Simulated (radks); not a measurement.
Task: Ag3+, 44 electrons, occupied as [Kr] 4d7 7f1 (not the ground configuration). Method: Dirac Kohn-Sham, PBE, spin-unpolarised, spherical densities, finite nucleus; open shells fill j = l - 1/2 first; Fermi nuclear charge, rms radius 4.5454 fm; computed with a radial shooting solver on a logarithmic mesh with Libxc functionals. Some entries of the table are withheld. Estimate them.

orbital  occ.  eigenvalue (eV)  <r> (bohr)
1s1/2       2        -25369.52     0.03111
2s1/2       2        -3781.812      0.1345
2p1/2       2        -3518.339      0.1141
2p3/2       4        -3343.021      0.1192
3s1/2       2        -738.2655      0.3682
3p1/2       2        -633.4738      0.3599
3p3/2       4        -602.5117      0.3708
3d3/2       4        -417.0753         (1)
3d5/2       6        -410.8372         (2)
4s1/2       2        -148.2855      0.9009
4p1/2       2        -114.8222      0.9583
4p3/2       4        -109.5012      0.9860
4d3/2       4         -57.5116       1.194
4d5/2       3         -56.7906       1.206
7f5/2       1          -4.6632         (3)
7f7/2       0          -4.6614         (4)

Result: 
(1) 3d3/2 <r> (bohr): 0.3435
(2) 3d5/2 <r> (bohr): 0.3470
(3) 7f5/2 <r> (bohr): 14.29
(4) 7f7/2 <r> (bohr): 14.29
